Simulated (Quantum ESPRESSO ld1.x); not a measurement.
Question: Neutral fluorine, 9 electrons, occupied as [He] 2s2 2p4.75 3d0.25 (fractional occupations, a model configuration). Calculated with ld1.x of Quantum ESPRESSO 7.5: non-relativistic Kohn-Sham, LDA (Slater exchange, Perdew-Zunger correlation), spin-polarised, spherical densities, point nucleus; open shells are filled with parallel spins first. Some entries of the table are withheld. Estimate them.

orbital  occ.  eigenvalue (eV)  r(max) (bohr)  <r> (bohr)
1s up       1         -662.923         0.1152      0.1776
1s down     1         -661.878         0.1151      0.1773
2s up       1              (1)            (2)      0.9953
2s down     1              (3)            (4)       1.009
2p up       3         -15.7961            (5)       1.053
2p down  1.75         -13.8095            (6)       1.093
3d up    0.25          -0.2863          22.37       23.74
3d down     0          -0.2481          22.92       24.40

Answer: 
(1) 2s up eigenvalue (eV): -34.1623
(2) 2s up r(max) (bohr): 0.7632
(3) 2s down eigenvalue (eV): -32.1476
(4) 2s down r(max) (bohr): 0.7683
(5) 2p up r(max) (bohr): 0.6926
(6) 2p down r(max) (bohr): 0.7037
